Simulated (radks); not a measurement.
All-electron atom: Li2+ in 2p1 (not the ground configuration).

All-electron calculation, scalar-relativistic Kohn-Sham, BLYP, spin-polarised, spherical densities, point nucleus; open shells are filled with parallel spins first. Program: a radial shooting solver on a logarithmic mesh with Libxc functionals.

Energy parts (hartree):
part                    energy
total                 -1.12079
kinetic                1.12089
electron-nucleus      -2.24584
Hartree                0.27229
exchange-correlation  -0.26813

Orbitals (lengths in bohr, moments of r in powers of bohr; r(max) is where P^2 peaks; r(90%) holds 90 % of the orbital's charge):
| orbital | occ. | eigenvalue (hartree) | r(max) | r(90%) | <r^2> |
|---|---|---|---|---|---|
| 1s up | 0 | -4.06170 | 0.3505 | 0.927 | 0.3647 |
| 2p up | 1 | -0.92149 | 1.328 | 2.67 | 3.348 |

The highest occupied level is 2p up at -25.075 eV. The configuration is held as typed, so some empty levels lie below it. Spin moment in Bohr magnetons: 1.
